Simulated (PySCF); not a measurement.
A species of formula C6H11PSi has this rotational fingerprint, computed with PySCF 2.14.0, PBE0-D3(BJ)/def2-SVP geometry optimisation, gas phase:

| Item | Value |
| --- | --- |
| Rotational constants | A = 2191, B = 1038, C = 720.7 MHz |
| Dipole components | \|μa\| = 0.64 D, \|μb\| = 0.28 D, \|μc\| = 0.56 D |
| Inertial defect | -16.30 u·Å² |
| κ | -0.57 |

**Question.** Which candidate fits, each taken in the one conformer that was computed?
A. `[SiH3:1][CH2:2][P:3]1[CH:4]=[CH:5][CH2:6][CH:7]=[CH:8]1` with Si1–C2–P3–C4 -48°, C2–P3–C4–C5 121°, C4–C5–C6–C7 -12°, C5–C6–C7–C8 12°, C2–P3–C8–C7 -121°
B. `Cc1cc([SiH3])c(C)[pH]1`

**Answer.** B. It is Cc1cc([SiH3])c(C)[pH]1, an asymmetric top, point group C1. The candidates at the same level (rigid rotor, commonest isotopes):

| SMILES | A (MHz) | B (MHz) | C (MHz) | μa (D) | μb (D) | μc (D) | Δ (u·Å²) | point group | rotor |
| --- | --- | --- | --- | --- | --- | --- | --- | --- | --- |
| [SiH3]CP1C=CCC=C1 | 2100 | 1051 | 1004 | 0.64 | 0.75 | 0.12 | -218.19 | near Cs | near-prolate asymmetric top |
| Cc1cc([SiH3])c(C)[pH]1 | 2191 | 1038 | 720.7 | 0.64 | 0.28 | 0.56 | -16.30 | C1 | asymmetric top |

`[SiH3]CP1C=CCC=C1` has C 39 % too high. No structure here is proved a minimum.
